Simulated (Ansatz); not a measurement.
Start from `OCO` and change one atom or group to get `OBOCO`.

Ansatz, PBE0-D4/def2-TZVP geometries, multiplicity 1. Each molecule was computed in one conformer, which needn't be the lowest.

| property | `OCO` |
| --- | --- |
| size of the dipole moment (B3LYP/def2-TZVPP) / D | 0.20 |
| LUMO energy (ωB97M-V/def2-TZVPP) / eV | 2.52 |
| HOMO–LUMO gap (PBE/def2-TZVPP) / eV | 6.76 |
| HOMO energy (PBE0/def2-TZVPP) / eV | -8.29 |
| HOMO–LUMO gap (ωB97M-V/def2-TZVPP) / eV | 13.28 |
| HOMO–LUMO gap (B3LYP/def2-TZVPP) / eV | 8.72 |

**Question.** What does the change do to each property? (An estimate is asked.)

**Answer.** Computed: 
```tsv
property	`OBOCO`	shift
size of the dipole moment (B3LYP/def2-TZVPP) / D	0.72	0.52
LUMO energy (ωB97M-V/def2-TZVPP) / eV	2.33	-0.19
HOMO–LUMO gap (PBE/def2-TZVPP) / eV	6.76	0.00
HOMO energy (PBE0/def2-TZVPP) / eV	-8.68	-0.39
HOMO–LUMO gap (ωB97M-V/def2-TZVPP) / eV	13.47	0.19
HOMO–LUMO gap (B3LYP/def2-TZVPP) / eV	8.91	0.19
```

With PBE0 the HOMO falls by 0.39 eV and the LUMO falls by 0.33 eV, so the gap widens by about 0.06 eV. PBE moves the HOMO by -0.41 eV and ωB97M-V by -0.37 eV. Dipoles are sizes alone; their direction can turn.

B3LYP here is the variant with VWN-RPA as its local correlation; programs differ in this.
